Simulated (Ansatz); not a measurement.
The cluster Ge₂Sb: single points at one geometry.

```yaml
crystal:
  periodic: [false, false, false]
  atoms:
    - {symbol: Sb, position_ang: [0.442956, 0.078159, 1.391728]}
    - {symbol: Ge, position_ang: [0.853709, -0.684113, -0.999570]}
    - {symbol: Ge, position_ang: [-1.296665, 0.605953, -0.392157]}
basis:
  gaussian: {orbitals: def2-TZVPD, initial_orbitals: start.molden}
magnetization: {spin_polarized: true, initial_magnetization: 1}
hamiltonian: {xc: pbe, dispersion: d4}
scf: {omitted_lower_state_checks: [starts]}
output: {orbitals: {seedname: orbitals}}
```

The file start.molden holds the orbitals of an earlier run on this structure, at another level or in another basis.

```sh
$ ansatz run in.yaml --threads 4 --pin off --events-out ev --progress --plain --max-ram 3916MiB
```

It prints (some lines left out):

```
Functional definition: PBE
1159 factors; their error is unknown
mean field evaluation 1: about -119557.4108 eV, gradient 9.6e0 eV
mean field evaluation 2: about -119557.5614 eV, gradient 2.2e-1 eV
mean field evaluation 4: about -119557.5484 eV, gradient 4.5e-2 eV
mean field evaluation 8: about -119557.5484 eV, gradient 1.8e-5 eV
mean field -119557.54840073 eV, -4393.6588647101 hartree, gradient 1.8e-5 eV, S^2 0.756479; 0 other end points of the search recorded, 0 dependent functions left out
reference -119557.54843310 eV, -4393.6588658996 hartree; 44, 43 occupied and 120, 121 virtual orbitals, 1159 factors
Total energy: -119557.69843483 eV, -4393.6643783615 hartree
Checks for a lower state left out: starts
```

Run time 3.5 s (4 threads of Arm Neoverse V1 on a shared host).

The first input with `gaussian: {orbitals: def2-TZVP, initial_orbitals: start.molden}`, `hamiltonian: {xc: hse06, dispersion: d4}` (abridged; 5 s):

```
Functional definition: HSE06
mean field -119560.38533663 eV, -4393.7631201813 hartree, gradient 2.6e-5 eV, S^2 0.762156
Total energy: -119560.50967963 eV, -4393.7676897024 hartree
Checks for a lower state left out: starts
```

First input, but with `gaussian: {orbitals: def2-TZVP, initial_orbitals: start.molden}`, `hamiltonian: {xc: {name: PBE-QIDH}}` and without the key `output` (abridged; 9 s):

```
Functional definition: PBE-QIDH
mean field -119528.64041741 eV, -4392.5965159176 hartree, gradient 2.3e-6 eV, S^2 0.795899
22 core orbitals not correlated: weight in the atoms' cores, before any rotation towards them, 1.000 or more for the frozen orbitals, at most 0.000 for the correlated occupied ones
second order -24.23316072 eV of doubles, -0.00000000 eV of singles
Total energy: -119536.71814656 eV, -4392.8933669884 hartree
Checks for a lower state left out: starts
```

As the first input, with `gaussian: {orbitals: STO-3G}`, `hamiltonian: {xc: hf}` (abridged; 1 s):

```
Functional definition: HF
mean field evaluation 16: about -281769.1492 eV, gradient 2.3e-5 eV
mean field -281769.14922179 eV, -10354.8252439117 hartree, gradient 3.3e-5 eV, S^2 1.110013
Total energy: -281769.14922179 eV, -10354.8252439117 hartree
Checks for a lower state left out: starts
```

As the first input, with `gaussian: {orbitals: def2-TZVP, initial_orbitals: start.molden}`, `hamiltonian: {xc: {name: r2SCAN0}, dispersion: d4}` (abridged; 10 s):

```
Functional definition: r2SCAN0
mean field -119574.48147955 eV, -4394.2811438789 hartree, gradient 2.3e-5 eV, S^2 0.768921
Total energy: -119574.51611759 eV, -4394.2824168034 hartree
Checks for a lower state left out: starts
```

The first input with `gaussian: {orbitals: def2-TZVP, initial_orbitals: start.molden}`, `hamiltonian: {xc: {name: B97M-V}}` (abridged; 11 s):

```
Functional definition: B97M-V
mean field -119552.72321446 eV, -4393.4815423850 hartree, gradient 3.2e-5 eV, S^2 0.759288
Total energy: -119552.72325723 eV, -4393.4815439570 hartree
Checks for a lower state left out: starts
```

The first input with `hamiltonian: {xc: r2scan, dispersion: d4}` (abridged; 11 s):

```
Functional definition: r2SCAN
mean field -119576.47893801 eV, -4394.3545491234 hartree, gradient 1.9e-5 eV, S^2 0.763224
Total energy: -119576.50401996 eV, -4394.3554708681 hartree
Checks for a lower state left out: starts
```

Geometry: PBE0-D4/def2-TZVP.

In the def2 sets Sb takes a core potential, while STO-3G treats all electrons; there is no spin–orbit coupling. HSE06 is defined as in plane-wave codes, on full-range PBE exchange. Correlated methods freeze 22 core orbitals; core or outer-core shells of Sb, Ge are correlated, in sets that lack core-valence functions. At HF/STO-3G the charge 0 doublet is spin-contaminated (final ⟨S²⟩ up to 1.11, 0.75 for a pure state). The structure comes from a short search, and lower isomers may exist.
